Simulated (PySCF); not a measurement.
A structure optimised at PBE-D3(BJ)/def2-SVP, used in a PySCF frequency run:

```
Si
N 1 1.7327
H 2 1.0206 1 122.87
H 2 1.0210 3 112.48 1 -162.49
H 1 1.5098 2 104.85 3 179.66
C 1 1.9489 5 108.29 2 -138.35
N 6 1.2985 1 108.30 5 -101.29
H 6 1.1186 7 119.64 1 -175.54
Si 7 1.8264 6 103.57 8 173.29
H 9 1.5069 7 108.95 6 -106.81
H 9 1.5084 10 107.43 7 124.28
```
Charge 0, spin multiplicity 1.

Task: Write its SMILES and formula.

Result: N[Si@H]1C=N[SiH2]1, CH₆N₂Si₂

Task: What are its rotational constants (standard atomic weights)?

Result: 5.8463, 2.2635, 1.8067 GHz
